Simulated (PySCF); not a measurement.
# F³⁺: ionisation energy

F³⁺ [He] 2s2 2p2 (3P) → F⁴⁺ [He] 2s2 2p1 (2P), as a difference of total energies. All numbers are calculated (PySCF 2.14, the non-relativistic Hamiltonian (point nucleus), in an uncontracted even-tempered set (17 s from 0.12 bohr⁻², ratio 2.5; 11 p from 0.16 bohr⁻², ratio 2.5; 6 d from 1.6 bohr⁻², ratio 2.7; 5 f from 2.3 bohr⁻², ratio 2.7)). Correlated levels: nothing frozen; virtual orbitals above 40 to 60 times the deepest correlated orbital energy dropped. The calculations carry no spin-orbit coupling.

| method | ionisation energy (eV) | plus first-order spin-orbit estimate | difference from reference of that sum (eV) |
| --- | --- | --- | --- |
| UHF | 86.925 | 86.916 | -0.259 |
| LDA | 87.682 | 87.674 | +0.499 |
| PBE | 87.553 | 87.544 | +0.369 |
| PBE0 | 87.606 | 87.598 | +0.423 |
| r2SCAN | 87.975 | 87.967 | +0.792 |
| r2SCANh | 87.951 | 87.943 | +0.768 |
| PW91 | 87.725 | 87.716 | +0.541 |
| MP2 (all electrons) | 87.381 | 87.373 | +0.198 |
| SCS-MP2 (all electrons) | 87.195 | 87.186 | +0.011 |

Reference: 87.175 ± 0.017 eV (semi-empirical (NIST evaluation); NIST Atomic Spectra Database, ionization energies).

A first-order spin-orbit estimate (lowest level to lowest level, LS coupling) adds -0.008 eV.
